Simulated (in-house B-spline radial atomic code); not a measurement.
A radial electron density 4πr²n(r) was computed for an atom or ion in its tabulated ground configuration with an all-electron radial atomic-structure program (B-spline basis); method: non-relativistic BP86, spin-polarised, spherical fractional occupations. Columns: r (bohr), 4πr²n(r) (electrons per bohr), bar.

```
 0.00185    1.215 #
 0.00226     1.76 #
 0.00276    2.532 ##
 0.00337    3.612 ###
 0.00412    5.116 ####
 0.00503    7.142 ######
 0.00615     9.85 ########
 0.00751    13.32 ###########
 0.00918    17.66 ###############
  0.0112    22.74 ###################
  0.0137    28.47 ########################
  0.0167    34.19 #############################
  0.0205    39.44 #################################
   0.025    42.95 ####################################
  0.0305    44.16 #####################################
  0.0373    42.81 ####################################
  0.0456    39.77 #################################
  0.0557    37.06 ###############################
  0.0681    37.13 ###############################
  0.0832    41.25 ##################################
   0.102    47.99 ########################################
   0.124     52.7 ############################################
   0.152     51.3 ###########################################
   0.185    43.45 ####################################
   0.226    34.02 ############################
   0.277    29.94 #########################
   0.338    32.87 ###########################
   0.413    36.85 ###############################
   0.505    34.78 #############################
   0.616    25.99 ######################
   0.753    15.54 #############
    0.92     8.67 #######
    1.12     6.21 #####
    1.37    5.748 #####
    1.68    5.063 ####
    2.05    3.652 ###
    2.51    2.073 ##
    3.06   0.9422 #
    3.74   0.3287 
    4.57  0.08565 
    5.58  0.01617 
    6.82 0.002111
```

Q: Which atom or ion is it?
A. Kr
B. Rb
C. Br
D. Kr+

A: A. The area under the curve, ∫4πr²n dr = ∫r·4πr²n d(ln r) on this logarithmic grid, is 36 electrons, which only this option has. The configuration is [Ar] 3d10 4s2 4p6.
